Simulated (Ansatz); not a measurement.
`CC(F)C(F)F` + `OCF` → `FCOC(F)C(F)F` + CH₄  (substitution at a C–C bond)

Computed with Ansatz on PBE0-D4/def2-TZVP structures; ΔE is electronic, products minus reactants. CCSD(T)/CBS is the MP2 limit (def2-TZVPP, def2-QZVPP) plus CCSD(T) − MP2 in def2-TZVPP, frozen cores. This one scheme is used for every species. DFT in def2-TZVPP. Each species was taken in one conformer, which may not be the lowest.

```
       species  r2SCAN energy (Eh)
  `CC(F)C(F)F`          -416.84551
         `OCF`          -214.96273
`FCOC(F)C(F)F`          -591.30345
           CH₄           -40.50087
```

(1) Work out ΔE.

Largest T1 diagnostic among the species: 0.012.

Answers

(1) ΔE = (-591.30345) + (-40.50087) − (-416.84551) − (-214.96273) = 0.00392 Eh = +10.3 kJ/mol. CCSD(T)/CBS gives +17.4 kJ/mol.

In def2-TZVPP, CCSD(T) changes the Hartree–Fock value by +4.2 kJ/mol (the triples alone add −1.1 kJ/mol) and MP2 by +7.6 kJ/mol.
